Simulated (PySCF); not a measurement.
Species: C₅H₃F₃.
SMILES: `FC(F)(F)C=C1C=C1`

Computed with PySCF at CAM-B3LYP/def2-SVPD, non-relativistic, on one gas-phase PBE0-D3(BJ)/def2-SVP geometry that isn't relaxed in the solvent. The solvent is an IEF-PCM continuum (Bondi radii, 1.10 Å for H, scaled by 1.2), and excitations are vertical TDDFT with non-equilibrium linear response and a frozen core. Specific hydrogen bonds and non-electrostatic terms are outside this model.

Gas-phase singlets (H = HOMO, L = LUMO):

| state | E (eV) | λ (nm) | f | leading configurations |
| --- | --- | --- | --- | --- |
| S1 | 4.836 | 256 | 0.016 | H→L 99% |
| S2 | 6.583 | 188 | 0.001 | H→L+1 49%, H-1→L 32% |
| S3 | 6.648 | 187 | 0.001 | H-1→L 59%, H→L+1 24% |
| S4 | 7.058 | 176 | 0.595 | H→L+2 96% |
| S5 | 7.180 | 173 | 0.020 | H→L+4 65%, H→L+1 24% |

Task: What are the lowest 5 singlets in chloroform (ε = 4.711)?

Result: 
| state | E (eV) | λ (nm) | f | leading configurations | change by rank (eV) |
| --- | --- | --- | --- | --- | --- |
| S1 | 5.082 | 244 | 0.023 | H→L 99% | +0.246 |
| S2 | 6.597 | 188 | 0.011 | H→L+1 80%, H→L+5 9% | +0.014 |
| S3 | 6.728 | 184 | 0.000 | H-1→L 91% | +0.080 |
| S4 | 6.840 | 181 | 0.710 | H→L+2 97% | -0.218 |
| S5 | 7.421 | 167 | 0.001 | H→L+4 63%, H→L+3 23% | +0.241 |

Task: The ground-state energy changes by -0.189 eV from gas to chloroform. By how much does the total energy of gas-phase S1 change?

Result: E(S1) = E(S0) + excitation energy, so it changes by -0.189 + 0.246 = +0.057 eV: it isn't lowered at all, while the ground state is. This is the vertical state, with the slow part of the continuum still set for S0.

Task: How do the frontier levels move from gas to chloroform?

Result: 
```json
{"orbital": "LUMO+2", "gas (eV)": "1.69", "solvent (eV)": "1.82", "change (eV)": "+0.13"}
{"orbital": "LUMO+1", "gas (eV)": "1.24", "solvent (eV)": "1.51", "change (eV)": "+0.27"}
{"orbital": "LUMO", "gas (eV)": "-0.08", "solvent (eV)": "0.32", "change (eV)": "+0.40"}
{"orbital": "HOMO", "gas (eV)": "-8.18", "solvent (eV)": "-8.05", "change (eV)": "+0.13"}
{"orbital": "HOMO-1", "gas (eV)": "-11.03", "solvent (eV)": "-10.81", "change (eV)": "+0.22"}
{"orbital": "HOMO-2", "gas (eV)": "-12.56", "solvent (eV)": "-12.41", "change (eV)": "+0.15"}
{"orbital": "HOMO-3", "gas (eV)": "-12.87", "solvent (eV)": "-12.86", "change (eV)": "+0.01"}
```

The HOMO–LUMO gap goes from 8.11 to 8.37 eV. Rows go by rank; for HOMO-3, HOMO-2 and LUMO+1 the atom shares or the degeneracy differ between the runs, so the row needn't follow one orbital.

The run took 19 s wall on one thread, Intel Xeon 6975P-C (x86_64), shared host with 192 logical CPUs at a one-minute load of 112, and the process peaked at 0.93 GiB of memory. This is the whole response run at CAM-B3LYP/def2-SVPD in chloroform, SCF included.

Shape of the structure used: `[F:1][C:2]([F:3])([F:4])[CH:5]=[C:6]1[CH:7]=[CH:8]1`: F1–C2–C5–C6 -119°.
